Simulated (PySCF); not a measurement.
Level of theory: PySCF with B3LYP-D3(BJ)/def2-TZVP // PBE0-D4/def2-TZVP. All species are isolated molecules in the gas phase. One relaxed conformer stands for a flexible species; it need not be the lowest. B3LYP has the VWN-RPA correlation part, as in Gaussian. Delta-SCF ions had no search for a lower state. Excitations are Tamm–Dancoff values on a coarser integration grid. The basis has no diffuse functions, so Rydberg states are missing or too high.

Reference species (SMILES): `O[SiH2]C1CC1` (H–O–Si–C torsion 56°, O–Si–C–C torsion -156°) (neutral, multiplicity 1).

```
Quantity                                  Result
--------------------------------------  --------
vertical ionisation energy (Delta-SCF)  10.07 eV
HOMO–LUMO gap                            8.02 eV
T1 excitation (TDA)                      6.69 eV
S1–T1 gap (TDA)                          0.28 eV
```

After one change: the vertical ionisation energy (Delta-SCF) drops by 0.90 eV; the HOMO–LUMO gap decreases by 1.64 eV; the T1 excitation (TDA) falls by 1.80 eV; the S1–T1 gap (TDA) goes up by 0.08 eV.

What was changed between the two runs? The new species is one of these.
(A) `N[SiH2]O`
(B) `C[SiH2]O` (C–Si–O–H torsion 70°)
(C) `CS[SiH2]O` (C–S–Si–O torsion 152°, S–Si–O–H torsion -50°)
(D) `B[SiH2]O`

C, `CS[SiH2]O` (C–S–Si–O torsion 152°, S–Si–O–H torsion -50°)
